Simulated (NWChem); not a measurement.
## Polarisability of ClGa

```
Ga
Cl 1 2.2333
```
Charge 0, spin multiplicity 1.

Everything below was run with NWChem. The geometry was optimised at B3LYP/def2-SVP, a minimum by its harmonic frequencies.

Basis set: aug-cc-pVDZ. The field's frequency is 0.0428 Ha (1065 nm).

```tsv
method	isotropic polarisability (bohr³)	difference from CCSD linear response
CCSD linear response	50.94	0.00
PBE	50.44	-0.50
B3LYP	49.30	-1.64
PBE0	49.47	-1.46
HF	50.16	-0.77
```

The values span 1.64 bohr³, from B3LYP (lowest) to CCSD linear response (highest). 

The Hamiltonian is non-relativistic. The correlated methods keep 14 core orbitals frozen. B3LYP has NWChem's definition, with VWN1-RPA local correlation. The structure started from a generated list of species. Differences from the coupled-cluster row are differences between methods, not errors against experiment.
